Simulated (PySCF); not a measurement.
fulvene (C₆H₆), SMILES C=C1C=CC=C1. Coordinates come from a PBE0-D3(BJ)/def2-SVP optimisation.

Method: PySCF with PBE0-D3(BJ)/def2-SVP.

Harmonic wavenumbers (cm⁻¹): 211, 343, 497, 645, 682, 700, 786, 800, 808, 922, 948, 959, 965, 970, 1029, 1087, 1091, 1250, 1360, 1370, 1439, 1574, 1652, 1740, 3168, 3233, 3243, 3261, 3266, 3273. Rotational constants (GHz): 8.208, 3.808, 2.601; symmetry number 2.

Work out the zero-point energy and the ideal-gas rigid-rotor harmonic-oscillator thermochemistry at 298.15 K and 1 atm.

ZPE = ½ Σ hcν = ½ × 43271 cm⁻¹ = 61.86 kcal/mol. H − E(el) = 65.55 kcal/mol. Entropy in cal/(mol K): translation 38.98, rotation 24.41, vibration 6.43, total 69.82. G − E(el) = 44.73 kcal/mol. Cp = 20.94 cal/(mol K).
